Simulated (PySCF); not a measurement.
Radial density of C²⁺ (carbon, charge +2)

BLYP, [He] 2s2, closed-shell 1S. All numbers are calculated (PySCF 2.14, scalar relativity by spin-free X2C-1e, in aug-cc-pVTZ-DK).

```
r (bohr)  4πr²ρ (e/bohr)
 0.00499         0.03923
 0.00839          0.1064
  0.0141          0.2775
  0.0238          0.6964
  0.0399           1.617
  0.0672           3.307
   0.113           5.434
   0.190           6.231
   0.320           3.939
   0.538           1.289
   0.905           1.477
    1.52           1.204
    2.56          0.1754
    4.31        0.002106
```

Densities and radii are taken from the X2C orbitals without a picture-change correction, which distorts them close to the nucleus.
